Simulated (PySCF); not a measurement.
## Shapes and spin states of NiF3

Level of theory: PBE/[Ni def2-SVP, F def2-SVP], no relativity, density fitting, PySCF.

Relaxations began from a few typed shapes and spin states; open shells are unrestricted. The search is not exhaustive: other isomers or separated fragments can lie lower, and high-lying points may rest on an excited occupation.

Q: Order these stationary points by electronic energy, lowest first, in kJ/mol from the lowest minimum.
A. quartet C2v: Ni–F 1.739 Å (×2), Ni–F 1.762 Å; F–Ni–F 115.7° (×2), F–Ni–F 128.5°
B. doublet (⟨S²⟩ 1.14) Cs: Ni–F 1.719 Å, Ni–F 1.724 Å (×2); F–Ni–F 107.7° (×2), F–Ni–F 139.5°
C. doublet C2v: Ni–F 1.711 Å (×2), Ni–F 1.728 Å; F–Ni–F 97.2° (×2), F–Ni–F 165.5°
D. quartet C2v: Ni–F 1.733 Å, Ni–F 1.752 Å (×2); F–Ni–F 111.2°, F–Ni–F 124.4° (×2)

A: D (0.0), A (1.1), B (27.8), C (34.4).

Q: Which of them are minima?

A: By energy in kJ/mol, 0.0: minimum; 1.1: saddle point, 1 imaginary mode; 27.8: minimum; 34.4: saddle point, 1 imaginary mode.

Formally Ni is in oxidation state +3, d7, with 3 unpaired electrons (the high-spin count). The Mulliken spin on Ni is 1.83. The polar-tensor charge on Ni, 1.21, is far below the formal one.

For the lowest minimum: open d and f shells are described by one determinant, and the ground state may have another occupation or spin.
